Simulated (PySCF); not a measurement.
FH6NOSi2, SMILES N[SiH2]O[SiH2]F. Atoms are numbered in the order given.

```xyz
11

Si     1.2941    -0.7711     0.7388
F      2.5852     0.0982     0.2866
O     -0.0051    -0.3311    -0.1507
Si    -1.1938     0.8167    -0.4224
N     -2.7181     0.1564    -0.8354
H      1.0672    -0.4874     2.1815
H      1.5990    -2.1983     0.4747
H     -0.7370     1.6558    -1.5611
H     -1.3562     1.5925     0.8404
H     -2.8787    -0.2376    -1.7552
H     -3.2990    -0.2929    -0.1371
```

Geometry: PBE0-D3(BJ)/def2-SVP. The structure was generated by enumeration, and PubChem lists no compound with its InChIKey, so it may never have been made. One conformer was computed; it need not be the lowest.

Computed with PySCF with PBE/pcSseg-1.

GIAO shieldings, no solvent; atoms listed in one row are averaged. δ = σ(ref) − σ: ²⁹Si against TMS (σ = 335.4 ppm); ¹⁹F against CFCl3 (σ = 133.6 ppm); ¹⁷O against H2O (σ = 334.3 ppm); ¹⁵N against NH3 (σ = 267.0 ppm); ¹H against TMS (σ = 31.49 ppm), references at their B3LYP-D3(BJ)/def2-TZVP geometries, non-relativistic.

Computed chemical shifts:
| nucleus | atoms | count | δ (ppm) |
|---|---|---|---|
| ²⁹Si | Si1 | 1 | -32.5 |
| ²⁹Si | Si4 | 1 | -40.7 |
| ¹⁹F | F2 | 1 | -180.5 |
| ¹⁷O | O3 | 1 | 123.6 |
| ¹⁵N | N5 | 1 | 44.1 |
| ¹H | H6 | 1 | 5.57 |
| ¹H | H7 | 1 | 5.42 |
| ¹H | H8, H9 | 2 | 5.30 |
| ¹H | H10 | 1 | 1.65 |
| ¹H | H11 | 1 | 1.52 |
